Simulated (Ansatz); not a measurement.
CH6F2Si2 (`C[SiH2][SiH](F)F`). Charge 0, multiplicity 1. The geometry is a stationary point of PBE0-D4/def2-TZVP. It is one conformer, not always the lowest.

```xyz
11

C     0.309    1.620   -0.528
Si   -0.581    0.388    0.567
Si    0.119   -1.798    0.098
F    -0.154   -2.123   -1.442
F     1.698   -1.907    0.309
H     0.107    1.414   -1.581
H    -0.018    2.638   -0.309
H     1.388    1.564   -0.371
H    -2.055    0.445    0.361
H    -0.311    0.650    2.008
H    -0.500   -2.890    0.888
```

Task: What is the dipole moment at ωB97M-V/def2-TZVPP? (Estimate.)

Result: Ansatz gave: 1.80 D, with components (-0.72, 1.54, 0.57) D in this frame, pointing from negative to positive charge.

Task: And with PBE, r2SCAN, B3LYP? (Estimate.)

Result: Ansatz gave: PBE 1.72 D, r2SCAN 1.76 D, B3LYP 1.81 D.

Task: Give the Mulliken charges with ωB97M-V, r2SCAN, B3LYP in def2-TZVPP. (An estimate is asked.)

Result: Computed: 
```json
{"atom": "C1", "ωB97M-V": "-0.45", "r2SCAN": "-0.30", "B3LYP": "-0.39"}
{"atom": "Si2", "ωB97M-V": "0.10", "r2SCAN": "0.19", "B3LYP": "0.18"}
{"atom": "Si3", "ωB97M-V": "0.67", "r2SCAN": "0.73", "B3LYP": "0.73"}
{"atom": "F4", "ωB97M-V": "-0.31", "r2SCAN": "-0.32", "B3LYP": "-0.32"}
{"atom": "F5", "ωB97M-V": "-0.31", "r2SCAN": "-0.32", "B3LYP": "-0.32"}
{"atom": "H6", "ωB97M-V": "0.13", "r2SCAN": "0.09", "B3LYP": "0.12"}
{"atom": "H7", "ωB97M-V": "0.13", "r2SCAN": "0.08", "B3LYP": "0.11"}
{"atom": "H8", "ωB97M-V": "0.13", "r2SCAN": "0.09", "B3LYP": "0.12"}
{"atom": "H9", "ωB97M-V": "-0.02", "r2SCAN": "-0.07", "B3LYP": "-0.07"}
{"atom": "H10", "ωB97M-V": "-0.02", "r2SCAN": "-0.07", "B3LYP": "-0.07"}
{"atom": "H11", "ωB97M-V": "-0.06", "r2SCAN": "-0.10", "B3LYP": "-0.10"}
```

B3LYP here is the variant with VWN-RPA as its local correlation; programs differ in this.
